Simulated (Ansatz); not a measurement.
Calculated with Ansatz (gas phase, PBE0-D4/def2-TZVP geometries, no zero-point term in ΔE). CCSD(T)/CBS adds triple-zeta CCSD(T) − MP2 to the extrapolated MP2 energy (def2 sets, frozen cores). This one scheme is used for every species, atoms too. Functionals use def2-TZVPP. B3LYP here is the variant with VWN-RPA as its local correlation; programs differ in this. Open shells (•) are unrestricted, without spin–orbit coupling. Spin–orbit coupling would lower the free atoms: a little for C, O, Si. One conformer a species, not always the lowest.

Reaction (atomization): `CO[SiH2]O[SiH](O)O` → C• + 8 H• + 4 O• + 2 Si•

```tsv
level	ΔE (kJ/mol)	difference from CCSD(T)/CBS
PBE-D4	5949.1	1.5
r2SCAN-D4	5915.4	-32.2
PBE0-D4	5839.0	-108.6
B3LYP-D4	5888.1	-59.5
ωB97X-V	5928.1	-19.5
ωB97M-V	5931.0	-16.6
B2PLYP	5847.0	-100.6
PBE	5914.3	-33.3
r2SCAN	5906.4	-41.2
PBE0	5809.4	-138.2
B3LYP	5832.4	-115.2
HF/def2-TZVPP	4286.6	-1661.0
MP2/def2-TZVPP	5905.0	-42.6
SCS-MP2/def2-TZVPP	5869.9	-77.7
CCSD/def2-TZVPP	5688.7	-258.9
CCSD(T)/def2-TZVPP	5770.4	-177.2
HF/def2-QZVPP	4303.1	-1644.5
MP2/def2-QZVPP	6012.4	64.8
SCS-MP2/def2-QZVPP	5988.7	41.1
HF/CBS(def2)	4305.5	-1642.1
MP2/CBS(def2)	6082.2	134.6
CCSD/CBS(def2)	5865.9	-81.7
CCSD(T)/CBS	5947.6	0
```

Largest T1 diagnostic among the species: 0.012.

In def2-TZVPP, CCSD(T) changes the Hartree–Fock value by +1483.8 kJ/mol (the triples alone add +81.7 kJ/mol) and MP2 by +1618.4 kJ/mol; breaking electron pairs costs correlation energy, which Hartree–Fock lacks. The D4 term adds +55.7 kJ/mol with B3LYP and +29.7 kJ/mol with PBE0; it sums over pairs of atoms, weighted by their polarisabilities, and B3LYP, whose exchange is more repulsive, gets the larger term. From PBE to PBE0 (25 % exact exchange), in def2-TZVPP and without D4, ΔE moves by −105.0 kJ/mol: exact exchange takes away binding that semilocal exchange gives to molecules.

For atomizations the MP2-based limit and the directly extrapolated one differ by several kJ/mol either way, and by 10 to 25 for some Ge, Se and Sn compounds, so smaller differences from it don't rank the levels.
